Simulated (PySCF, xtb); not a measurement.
BiH₅, SMILES [BiH5].

Harmonic wavenumbers (cm⁻¹) from GFN2-xTB (xtb 6.7.1) at its own minimum, in rising order: 371, 375, 765, 766, 852, 1097, 1098, 1492, 1602, 1677, 1681, 1723.

Q: What does PySCF 2.14.0 with PBE-D3(BJ)/def2-TZVP give at its own minimum? (Estimate from the structure and the level; the computed values follow.)

A: 381, 381, 702, 702, 799, 939, 939, 1419, 1432, 1662, 1662, 1686. Paired by order, the mean absolute difference is 69 cm⁻¹ and the zero-point energies are 19.3 and 18.2 kcal/mol.
